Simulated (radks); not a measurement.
Values are calculated unless marked as measured or tabulated.
Ionisation of the rhenium ion Re2+, [Xe] 4f14 5d5, to Re3+, [Xe] 4f14 5d4, under several functionals. Scalar-relativistic Kohn-Sham, spin-polarised, spherical densities, point nucleus; open shells are filled with parallel spins first (spin-orbit coupling, left out, can overturn this in heavy ions); a radial shooting solver on a logarithmic mesh with Libxc functionals.

functional         E(Re2+) (hartree)  Exc (hartree)  IE (eV)  -e(HOMO) (eV)  <r> HOMO (bohr)  IE error (eV)
exchange-only PBE        -16687.0465      -325.6823   27.557         21.912            1.790         +0.557
Wu-Cohen GGA             -16690.2854      -328.9859   28.436         22.721            1.767         +1.436
exchange-only LDA        -16674.1532      -312.7803   27.494         21.853            1.791         +0.494
PBE                      -16691.4507      -330.1553   28.400         22.684            1.767         +1.400

NIST Atomic Spectra Database: 27 eV (theoretical). Closest: exchange-only LDA. The Delta-SCF values span 0.94 eV, the total energies 17.30 hartree. The highest occupied level is 5d. Open shells are spherical and high-spin; term and fine-structure splittings are not resolved. Spin-orbit splitting is averaged out at the scalar-relativistic level.
